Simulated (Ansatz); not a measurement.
Basis sets compared for the cluster Li4H4 (the lowest singlet isomer of a short search). Charge 0, multiplicity 1. Geometry r2SCAN-D4/def2-TZVP. Ansatz on 2 threads of Arm Neoverse V2 on a shared host; times are rough, and most runs start from earlier orbitals.

```xyz
8

Li    0.759    1.321   -0.175
Li   -1.018    0.143    1.138
Li    0.992   -1.119    0.340
Li   -0.733   -0.345   -1.302
H     1.087   -0.152   -1.214
H    -1.059    1.194   -0.363
H     0.782    0.368    1.390
H    -0.810   -1.410    0.187
```

The structure comes from a short search, and lower isomers may exist.

Binding counts from free atoms (Li doublet, H doublet) in the same basis, without a counterpoise term.

| level | functions | energy (Eh) | HOMO (eV) | LUMO (eV) | binding per atom (eV) | wall time |
| --- | --- | --- | --- | --- | --- | --- |
| PBE-D4/def2-SVP | 56 | -32.3940 | -5.17 | -0.87 | 1.99 | 0.75 s |
| PBE-D4/def2-TZVP (with forces) | 80 | -32.4189 | -5.31 | -0.80 | 1.95 | 0.85 s |
| r2SCAN-D4/def2-TZVP | 80 | -32.4995 | -5.53 | -0.09 | 1.98 | 1.4 s |
| PBE0-D4/def2-SVP | 56 | -32.4199 | -6.34 | -0.36 | 1.98 | 0.75 s |
| PBE0-D4/def2-TZVP | 80 | -32.4428 | -6.46 | -0.26 | 1.94 | 0.85 s |

(1) Estimate the rows for PBE-D4/def2-TZVPD, r2SCAN-D4/def2-TZVPD, PBE0-D4/def2-TZVPD.

Answers

(1) 
```csv
level,functions,energy (Eh),HOMO (eV),LUMO (eV),binding per atom (eV),wall time
PBE-D4/def2-TZVPD,104,-32.4234,-5.24,-0.88,1.96,1 s
r2SCAN-D4/def2-TZVPD,104,-32.5045,-5.43,-0.22,2.00,1.8 s
PBE0-D4/def2-TZVPD,104,-32.4479,-6.38,-0.40,1.96,1.1 s
```
